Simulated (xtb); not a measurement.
C4H9BO2 (SMILES C=CCOB(C)O), singlet, from a rough starting geometry; GFN2-xTB in xtb.

The xtb input:
```
$ xtb mol.xyz --gfn 2 --opt vtight --json

# file mol.xyz
16

C      3.03719013     0.26553796    -0.24093415
C      1.94994835     0.89457912    -0.51304105
C      0.61376783     0.04485303    -0.37775548
O     -0.23499627     0.57517007     0.52005635
B     -1.37707333    -0.32347740     0.59296646
C     -2.84621526     0.06331318    -0.02660142
O     -1.15738048    -1.72065616     1.12968710
H      3.07765016    -0.77165456    -0.03567514
H      4.05477708     0.72414285    -0.29372504
H      1.90075163     2.00556381    -0.78595403
H      0.91030895    -0.93912250    -0.09798689
H      0.11872649    -0.00224827    -1.35468842
H     -2.73196184     0.85837163    -0.83720553
H     -3.21350164    -0.81859699    -0.43019322
H     -3.54025688     0.43609202     0.79641448
H     -0.51613234    -1.48880918     1.88792868
```

What the program printed (banner, timings and long lists left out):

```
   ID    Z sym.   atoms
    1    6 C      1-3, 6
    2    8 O      4, 7
    3    5 B      5
    4    1 H      8-16

           -------------------------------------------------
          |                Calculation Setup                |
           -------------------------------------------------

           -------------------------------------------------
          |                 G F N 2 - x T B                 |
           -------------------------------------------------

          ...................................................
          :                      SETUP                      :
          :.................................................:
          :  # basis functions                  37          :
          :  # atomic orbitals                  37          :
          :  # shells                           23          :
          :  # electrons                        40          :
          :  max. iterations                   250          :
          :  Hamiltonian                  GFN2-xTB          :
          :  restarted?                      false          :
          :  GBSA solvation                  false          :
          :  PC potential                    false          :
          :  electronic temp.          300.0000000     K    :
          :  accuracy                    1.0000000          :
          :  -> integral cutoff          0.2500000E+02      :
          :  -> integral neglect         0.1000000E-07      :
          :  -> SCF convergence          0.1000000E-05 Eh   :
          :  -> wf. convergence          0.1000000E-03 e    :
          :  Broyden damping             0.4000000          :
          :  net charge                          0          :
          :  unpaired electrons                  0          :
          ...................................................

 iter      E             dE          RMSdq      gap      omega  full diag
   1    -22.4596438 -0.224596E+02  0.642E+00    5.67       0.0  T
   2    -22.6716149 -0.211971E+00  0.436E+00    3.14       1.0  T
   3    -22.7049819 -0.333670E-01  0.236E+00    4.93       1.0  T
   4    -22.7278319 -0.228500E-01  0.691E-01    4.03       1.0  T
   5    -22.7367056 -0.887368E-02  0.278E-01    4.59       1.0  T
   6    -22.7374220 -0.716397E-03  0.100E-01    4.46       1.0  T
   7    -22.7374796 -0.575623E-04  0.395E-02    4.45       1.0  T
   8    -22.7374882 -0.859751E-05  0.108E-02    4.45       2.3  T
[...]
 * total energy  :   -22.5628437 Eh     change       -0.4317579E-06 Eh
 * total energy  :   -22.5628442 Eh     change       -0.4961273E-06 Eh
 * total energy  :   -22.5628447 Eh     change       -0.5199982E-06 Eh
 * total energy  :   -22.5628452 Eh     change       -0.5040605E-06 Eh
 * total energy  :   -22.5628458 Eh     change       -0.5896743E-06 Eh
 * total energy  :   -22.5628460 Eh     change       -0.1884957E-06 Eh
 * total energy  :   -22.5628465 Eh     change       -0.5628895E-06 Eh
 * total energy  :   -22.5628468 Eh     change       -0.2887025E-06 Eh
 * total energy  :   -22.5628462 Eh     change        0.6427593E-06 Eh
 * total energy  :   -22.5628476 Eh     change       -0.1369981E-05 Eh
 * total energy  :   -22.5628479 Eh     change       -0.3688373E-06 Eh
 * total energy  :   -22.5628480 Eh     change       -0.7489079E-07 Eh
   *** GEOMETRY OPTIMIZATION CONVERGED AFTER 94 ITERATIONS ***
         :: total energy             -22.562848005552 Eh    ::
[...]

 Mol. C6AA /au·bohr⁶  :       2178.445916
 Mol. C8AA /au·bohr⁸  :      49173.531579
 Mol. α(0) /au        :         71.672230

Wiberg/Mayer (AO) data.
largest (>0.10) Wiberg bond orders for each atom

 ---------------------------------------------------------------------------
     #   Z sym  total        # sym  WBO       # sym  WBO       # sym  WBO
 ---------------------------------------------------------------------------
     1   6 C    3.989 --     2 C    1.978     9 H    0.976     8 H    0.975
     2   6 C    3.989 --     1 C    1.978     3 C    1.011    10 H    0.964
     3   6 C    3.956 --     2 C    1.011     4 O    0.968    11 H    0.965
                            12 H    0.953
     4   8 O    2.246 --     5 B    1.141     3 C    0.968
     5   5 B    3.364 --     7 O    1.177     4 O    1.141     6 C    0.986
     6   6 C    3.982 --    13 H    0.988     5 B    0.986    15 H    0.977
                            14 H    0.973
     7   8 O    2.152 --     5 B    1.177    16 H    0.879
     8   1 H    0.998 --     1 C    0.975
     9   1 H    0.998 --     1 C    0.976
    10   1 H    0.997 --     2 C    0.964
    11   1 H    0.999 --     3 C    0.965
    12   1 H    0.997 --     3 C    0.953
    13   1 H    0.998 --     6 C    0.988
    14   1 H    0.998 --     6 C    0.973
    15   1 H    0.998 --     6 C    0.977
    16   1 H    0.912 --     7 O    0.879
 ---------------------------------------------------------------------------

Topologies differ in total number of bonds
Writing topology from bond orders to xtbtopo.mol

molecular dipole:
                 x           y           z       tot (Debye)
 q only:        0.686      -0.049      -0.097
   full:        0.981      -0.118      -0.147       2.540
molecular quadrupole (traceless):
                xx          xy          yy          xz          yz          zz
 q only:        1.514      -0.709       0.650       0.534       0.695      -2.164
  q+dip:        0.266      -1.278       2.854       1.984       0.895      -3.120
   full:        0.561      -0.975       2.654       1.267       1.070      -3.215

optimized geometry written to: xtbopt.xyz

           -------------------------------------------------
          | TOTAL ENERGY              -22.562848005552 Eh   |
          | GRADIENT NORM               0.000032803090 Eh/α |
          | HOMO-LUMO GAP               5.061515921698 eV   |
           -------------------------------------------------

normal termination of xtb
```
